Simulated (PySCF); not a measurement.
**Electron correlation in K (potassium, neutral)**

Starting occupation: [Ar] 4s1, 4s1/2 with m_j = +1/2. Computed with PySCF 2.14 in x2c-QZVPPall-2c, with X2C-1e with screened-nucleus spin-orbit coupling, Gaussian nucleus. Frozen: [Ne]; 9 electrons correlated; the 8 highest virtual spinors left out.

MP2 pair energies summed by pair of shells (mhartree):

| pair | energy | share (%) |
| --- | --- | --- |
| 3p3/2-3p3/2 | -67.24 | 31.7 |
| 3p1/2-3p3/2 | -66.28 | 31.3 |
| 3p3/2-3s1/2 | -28.28 | 13.3 |
| 3p1/2-3p1/2 | -17.07 | 8.1 |
| 3p1/2-3s1/2 | -14.18 | 6.7 |
| 3s1/2-3s1/2 | -8.18 | 3.9 |
| 3p3/2-4s1/2 | -6.80 | 3.2 |
| 3p1/2-4s1/2 | -3.29 | 1.6 |
| 3s1/2-4s1/2 | -0.52 | 0.2 |

Total MP2 correlation energy: -211.86 mhartree.

This basis was not built for core-valence correlation, so the inner-shell part is incomplete.
